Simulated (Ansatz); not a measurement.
Cartesian coordinates in Å:
```
C 0.000 0.028 -0.903
Ge -0.395 -0.491 0.941
Cl -0.620 1.339 2.083
H 0.912 0.630 -0.909
H -0.822 0.616 -1.308
H 0.147 -0.863 -1.514
H 0.778 -1.258 1.610
```

The species carries charge 0 and has multiplicity 2.

(1) List the PBE0/def2-TZVPP orbital energies in eV (the Gaussian-basis code of Ansatz). (An estimate is asked.)

Results:

(1) Ansatz gave: α occupied: -10860.67, -2767.04, -1358.87, -1208.72, -1208.69, -1208.65, -278.54, -258.87, -197.16, -197.03, -197.00, -171.61, -121.47, -121.40, -121.29, -34.30, -34.25, -34.17, -34.15, -34.11, -22.61, -20.07, -14.76, -12.05, -12.01, -10.34, -10.06, -9.34, -8.62, -6.28. α empty: 0.08, 0.90, 1.33, 2.46, 2.90, 3.02, 4.40, 5.02. β occupied: -10860.63, -2767.02, -1358.85, -1208.69, -1208.65, -1208.64, -278.50, -258.85, -197.13, -196.99, -196.98, -171.55, -121.40, -121.30, -121.27, -34.23, -34.14, -34.13, -34.06, -34.03, -22.47, -19.93, -14.20, -12.00, -11.85, -10.10, -9.85, -9.07, -8.47. β empty: -2.93, 0.46, 1.12, 1.69, 2.81, 2.98, 3.10, 4.82. ⟨S²⟩ = 0.752.
